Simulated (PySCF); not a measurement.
Some cells of this table were withheld.

| no. | species (SMILES) | atoms | electrons | dipole moment (D) | HOMO energy (eV) | LUMO energy (eV) | smallest rotational constant (GHz) |
| --- | --- | --- | --- | --- | --- | --- | --- |
| 1 | CC(=O)c1cccccc1=O | 19 | 78 | 4.78 | ? | -2.79 | 0.671 |
| 2 | C[P@@]1(=O)CCC=C1[SiH3] | 19 | 78 | 4.52 | -7.44 | ? | 0.963 |
| 3 | CCC[Si@H]1N[Si@H](CC)N1 | 25 | 88 | 0.04 | -6.68 | ? | 0.427 |
| 4 | FC1=CC(OC(F)(F)F)=CC1 | 15 | 84 | 1.95 | ? | -0.98 | 0.515 |
| 5 | C=CSCO[Si](C)(C)C | 23 | 88 | 0.66 | ? | 0.17 | 0.689 |

Levels: PBE0/pcSseg-1 for dipole moment, HOMO energy and LUMO energy; GFN2-xTB for smallest rotational constant. Geometries: GFN2-xTB. All species are isolated and taken at one optimised geometry, non-relativistic unless stated. Electronic properties by PySCF.

Dipoles, sizes and rotational constants follow the conformer. The torsions of the flexible species, by atom-mapped SMILES:
- `[CH3:1][C:2](=[O:3])[c:4]1[cH:5][cH:6][cH:7][cH:8][cH:9][c:10]1=[O:11]`: C1–C2–C4–C5 151°
- `[CH3:1][CH2:2][CH2:3][Si@H:4]1[NH:5][Si@H:6]([CH2:7][CH3:8])[NH:9]1`: C1–C2–C3–Si4 180°, C2–C3–Si4–N5 67°, N5–Si6–C7–C8 -179°
- `[F:1][C:2]1=[CH:3][C:4]([O:5][C:6]([F:7])([F:8])[F:9])=[CH:10][CH2:11]1`: C3–C4–O5–C6 180°, C4–O5–C6–F7 180°
- `[CH2:1]=[CH:2][S:3][CH2:4][O:5][Si:6]([CH3:7])([CH3:8])[CH3:9]`: C1–C2–S3–C4 -8°, C2–S3–C4–O5 67°, S3–C4–O5–Si6 60°, C4–O5–Si6–C7 51°

The conformers of `C[P@@]1(=O)CCC=C1[SiH3]` aren't listed.

Problem. What is the HOMO energy in row 1?

Solution. -7.29 eV.

Problem. Row 2: the LUMO energy?

Solution. -0.80 eV.

Problem. Row 3: the LUMO energy?

Solution. 0.36 eV.

Problem. Row 4: the HOMO energy?

Solution. -6.79 eV.

Problem. What is the HOMO energy in row 5?

Solution. -6.39 eV.

Problem. In the completed table, which rows hold the lowest and the highest LUMO energy, and what is the mean?

Solution. Row 1 the lowest (-2.79 eV), row 3 the highest (0.36 eV); the mean over the 5 rows is -0.81 eV.

Problem. In the completed table, which rows hold the lowest and the highest HOMO energy, and what is the mean?

Solution. Row 2 the lowest (-7.44 eV), row 5 the highest (-6.39 eV); the mean over the 5 rows is -6.92 eV.

Problem. What is the HOMO–LUMO gap, row by row?

Solution. row 1: 4.50, row 2: 6.64, row 3: 7.04, row 4: 5.81, row 5: 6.56 eV.
